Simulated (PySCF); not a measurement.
## Relaxation of singlet MoOCl4

Computed with B3LYP in PySCF with Mo def2-SVP with ECP28, O def2-SVP, Cl def2-SVP; scalar-relativistic core potentials, no spin–orbit coupling; density-fitted integrals. A (50,194) grid was used.

A hand-made square pyramidal (ligand arrangement 2) start, of C4v symmetry, held to at least that symmetry:

```xyz
6
charge 0 multiplicity 1, angstrom
Mo    0.0000    0.0000    0.1594
O     0.0000    0.0000    1.9394
Cl    2.3182    0.0000   -0.3334
Cl    0.0000    2.3182   -0.3334
Cl   -2.3182    0.0000   -0.3334
Cl    0.0000   -2.3182   -0.3334
```

**Question.** What forces act on the atoms at the start (eV/Å)?

**Answer.** 
```tsv
atom	Fx	Fy	Fz
Mo1	0.00	0.00	5.47
O2	0.00	0.00	-5.72
Cl3	-1.03	0.00	0.06
Cl4	0.00	-1.03	0.06
Cl5	1.03	0.00	0.06
Cl6	0.00	1.03	0.06
```

**Question.** What does it relax to?

**Answer.** It ends at C4v with Mo–Cl 2.312 Å (×4), Mo–O 1.648 Å; Cl–Mo–Cl 86.7° (×4), Cl–Mo–Cl 152.4° (×2), Cl–Mo–O 103.8° (×4) (after a last refinement on a finer grid). A frequency run shows a minimum. Other isomers or separated fragments may lie lower.

**Question.** How much energy is released, and in how many steps?

**Answer.** 55.1 kJ/mol in 5 steps.

The relaxation took of the order of 110 core-seconds on a shared host.
